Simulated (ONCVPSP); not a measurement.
**An all-electron radial function and its pseudo partner (Hg)**

Columns: radius, all-electron u(r) and pseudo u(r) of the 5d shell (level -12.22 eV) of mercury in the configuration [Kr] 4d10 4f14 5s2 5p6 5d10 6s1.75; LDA (Perdew-Wang 92), scalar-relativistic, ONCV scheme, ONCVPSP 4.0.1.

```
r (bohr)  all-electron  pseudo
   0.085        0.2791  0.0019
   0.170        0.0970  0.0147
   0.255       -0.2936  0.0472
   0.340       -0.4409  0.1044
   0.425       -0.3404  0.1870
   0.510       -0.1133  0.2905
   0.595        0.1451  0.4073
   0.680        0.3817  0.5273
   0.765        0.5736  0.6404
   0.850        0.7161  0.7378
   0.935        0.8126  0.8135
   1.020        0.8705  0.8648
   1.105        0.8977  0.8921
   1.190        0.9016  0.8981
   1.275        0.8884  0.8869
   1.360        0.8634  0.8629
   1.445        0.8302  0.8301
   1.530        0.7919  0.7919
   1.615        0.7508  0.7507
   1.700        0.7084  0.7083
   1.785        0.6658  0.6657
   1.870        0.6240  0.6239
   1.955        0.5833  0.5832
   2.040        0.5443  0.5442
   2.125        0.5071  0.5070
   2.210        0.4718  0.4718
```

Task: How many radial nodes do the two functions have?

Result: The all-electron 5d function has n − l − 1 = 2; the pseudo-wave has 0, since the states of the same l below it are removed with the core.

Task: At about which radius was the pseudo-wave matched?

Result: 1.65 bohr. The columns agree to 0.0005 from 1.36 bohr on; several derivatives are matched, so the curves merge somewhat inside the radius.

Task: Is the pseudo-wave norm-conserving?

Result: Yes: the ONCV scheme keeps the norm inside the radius equal to the all-electron one, which fixes the energy derivative of the logarithmic derivative at the level.
